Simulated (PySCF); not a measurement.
## Electron correlation in Mo⁺ (molybdenum, charge +1)

[Kr] 4d4 5s1, 5s spin antiparallel (an excited configuration). Computed with PySCF 2.14 in aug-cc-pwCVDZ-PP with ECP28MDF (6s6p5d3f, 70 functions), with scalar relativity through the core potential. Frozen: 4s2 4p6; 5 electrons correlated.

MP2 pair energies summed by pair of shells (mhartree):

```json
{"pair": "4d-4d", "energy": "-33.91", "share (%)": "56.9"}
{"pair": "4d-5s", "energy": "-25.66", "share (%)": "43.1"}
```

Total MP2 correlation energy: -59.57 mhartree.

Same-spin part -33.91 and opposite-spin part -25.66 mhartree; SCS-MP2 scales them by 1/3 and 6/5 to -42.10 mhartree.
